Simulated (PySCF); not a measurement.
disilylmethane (CH8Si2), SMILES [SiH3]C[SiH3].

Geometry: PBE-D3(BJ)/def2-SVP.

Calculation: PySCF with PBE/def2-TZVPD.

Computed frontier levels, gap, dipole moment and polarisability:
```yaml
highest_occupied_level: -7.54 eV
lowest_empty_level: -0.82 eV
orbital_gap: 6.72 eV
dipole_moment: 0.87 D
quadrupole, principal values (traceless, Buckingham form, about the centre of nuclear charge): -2.74, 1.28, 1.46 D·Å
mean_static_polarisability: 74.9 bohr³ (11.10 Å³)
polarisability_principal_values: 66.4, 69.1, 89.1 bohr³
```
